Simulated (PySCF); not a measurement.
Ligands exchanged one at a time, Ga Br-H. All species are isolated molecules in the gas phase. Strings in code marks are SMILES.

All values below come from PBE-D3(BJ)/def2-TZVP (PySCF). All candidates: neutral, multiplicity 1. Excitations are Tamm–Dancoff values on a coarser integration grid. The basis has no diffuse functions, so Rydberg states are missing or too high.

```
Property              Result
-------------------  -------
dipole moment         0.00 D
HOMO–LUMO gap        4.15 eV
T1 excitation (TDA)  4.01 eV
```

Problem. Name which member has these values.
(A) `[Br][Ga]([Br])[Br]`
(B) `[GaH2][Br]`
(C) `[Br][GaH][Br]`

Solution. A, `[Br][Ga]([Br])[Br]`. The others give `[GaH2][Br]`: 1.78 D, 4.10 eV, 4.00 eV; `[Br][GaH][Br]`: 1.37 D, 4.57 eV, 4.50 eV
